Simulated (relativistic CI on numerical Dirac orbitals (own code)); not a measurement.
# Ligand-field terms of d4

Computed with a parametric ligand-field model of a d^n configuration (Racah B and C, spin-orbit zeta, crystal field), exact diagonalisation.

Field parameters in Wybourne normalisation: Oh B⁴₀ = 21Dq, B⁴₄ = √(5/14) B⁴₀. The field is a parameter set, without covalency, and values of 10Dq over about 45,000 cm⁻¹ lie beyond real compounds.

B = 970 cm⁻¹, C = 4470 cm⁻¹ (C/B = 4.61), Oh, no spin-orbit coupling. Tanabe-Sugano data, E/B above the lowest term (Δ = |10Dq|; b, c mark the second and third term of a kind):

```csv
Δ/B,5E,5T2,3T1,3E,3T2,1T2,1E,1A1
1.0,0.00,1.00,22.34,22.61,23.22,33.55,33.47,34.63
5.0,0.00,5.00,20.15,23.02,24.80,31.71,31.84,35.40
9.0,0.00,9.00,16.94,23.21,25.26,28.80,29.43,34.64
13.0,0.00,13.00,13.42,23.31,25.48,25.54,26.53,33.28
17.0,0.00,17.00,9.76,23.38,25.61,22.11,23.30,31.54
21.0,0.00,21.00,6.03,23.42,25.69,18.56,19.87,29.48
25.0,0.00,25.00,2.23,23.46,25.75,14.94,16.30,27.15
29.0,1.60,30.60,0.00,25.08,27.40,12.86,14.24,26.18
33.0,5.46,38.46,0.00,28.96,31.30,13.00,14.37,27.26
37.0,9.35,46.35,0.00,32.86,35.21,13.12,14.48,28.20
41.0,13.25,54.25,0.00,36.78,39.14,13.23,14.56,29.00
45.0,17.16,62.16,0.00,40.70,43.07,13.33,14.63,29.70
```

The ground term changes from 5E to 3T1 between Δ/B = 25.0 and 29.0.
